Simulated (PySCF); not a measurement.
Te(NH2)(SiMe3), SMILES [Te]([Si](C)(C)C)N (GFN2-xTB optimised geometry):

```
17

Te    -0.259     1.716     0.000
N     -2.244     1.115    -0.128
H     -2.662     1.520    -0.956
H     -2.761     1.500     0.651
Si     0.458    -0.701     0.000
C     -0.188    -1.603     1.555
C      2.364    -0.701     0.000
C     -0.201    -1.590    -1.555
H      0.054    -2.661     1.538
H      0.231    -1.180     2.464
H     -1.269    -1.509     1.615
H      2.759    -0.193     0.873
H      2.761    -0.205    -0.879
H      2.745    -1.716     0.008
H      0.236    -1.183    -2.462
H     -1.277    -1.464    -1.620
H      0.009    -2.655    -1.533
```

Calculation: B3LYP/def2-SVP, def2 effective core potentials past Kr run with PySCF.

Problem. What are the frontier orbital energies and the dipole moment?

Solution. HOMO-2 -8.22 eV, HOMO-1 -6.41 eV, HOMO -5.66 eV, LUMO -1.07 eV, LUMO+1 0.75 eV; dipole moment 0.37 D.

On the same geometry PBE/def2-SVP, def2 effective core potentials past Kr in PySCF 2.14.0 gives HOMO-2 -7.17 eV, HOMO-1 -5.40 eV, HOMO -4.83 eV, LUMO -1.72 eV, LUMO+1 0.09 eV; dipole moment 0.48 D.
